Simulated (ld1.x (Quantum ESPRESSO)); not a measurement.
**Which change was made? (Cd, TM)**

Cd (Z = 48), norm-conserving Troullier–Martins (Kleinman–Bylander form), made with ld1.x (Quantum ESPRESSO) 7.5 (PBEsol, fully relativistic). Core [Kr], reference 4d10 5s1.75 5p0.25. Waves: 5s (bound): rc 2.40 bohr; 4d (bound): rc 1.75 bohr; 5p (bound): rc 2.25 bohr. Local part: the p channel. Core correction: none.

Open shells are filled in proportion to 2j + 1 (rel_dist='average').

Cutoffs, loose and tight: the cutoffs (Ry, on a coarse ladder) from which the occupation-weighted sum of valence levels, in a spherical-Bessel basis at the reference potential, stays within 10 and 1 mRy of its value at 400 Ry. They do not see the model core or the augmentation charge, which bear on the density cutoff. Test errors are all-electron minus pseudo excitation energies from the reference, over the configurations 4d10 5s2 5p0; 4d10 5s1 5p0; 4d10 5s0 5p0; 4d10 5s1.5 5p0; 4d10 5s0 5p2; 4d10 5s0 5p1; 4d9 5s2 5p0; variants that change the core or the reference have their own tests. The largest error is taken over the tests solved by every variant that gives reliable tests at all, those not shown here included: 4d10 5s0 5p0; 4d10 5s0 5p1; 4d10 5s0 5p2; 4d10 5s1.5 5p0; 4d9 5s2 5p0.

The base gives: outcome: generated; cutoff, loose: 70 Ry; cutoff, tight: 110 Ry; bound ghosts: s; largest test error (meV): +587.

(1) After one change the result is: outcome: generated; cutoff, loose: 70 Ry; cutoff, tight: 110 Ry; bound ghosts: none; largest test error (meV): -134. Which change was it?
A. wave 5p (bound): rc 2.25 bohr becomes 5p (bound): rc 1.48 bohr
B. wave 5p (bound): rc 2.25 bohr becomes 5p (bound): rc 3.32 bohr
C. wave 5p (bound): rc 2.25 bohr becomes 5p (bound): rc 2.88 bohr
D. wave 5p (bound): rc 2.25 bohr becomes 5p (bound): rc 1.86 bohr
E. wave 5p (bound): rc 2.25 bohr becomes 5p (bound): rc 1.68 bohr

Results:

(1) C. The others give: wave 5p (bound): rc 2.25 bohr becomes 5p (bound): rc 1.86 bohr → outcome: generated; cutoff, loose: 70 Ry; cutoff, tight: 100 Ry; bound ghosts: s; largest test error (meV): -179 | wave 5p (bound): rc 2.25 bohr becomes 5p (bound): rc 1.68 bohr → outcome: generated; cutoff, loose: 70 Ry; cutoff, tight: 100 Ry; bound ghosts: s; largest test error (meV): -142 | wave 5p (bound): rc 2.25 bohr becomes 5p (bound): rc 1.48 bohr → outcome: generated, misses its reference levels by 0.15 eV; cutoff, loose: 70 Ry; cutoff, tight: 110 Ry; bound ghosts: s; largest test error (meV): -129 | wave 5p (bound): rc 2.25 bohr becomes 5p (bound): rc 3.32 bohr → outcome: generated; cutoff, loose: 70 Ry; cutoff, tight: 110 Ry; bound ghosts: none; largest test error (meV): +5.1.
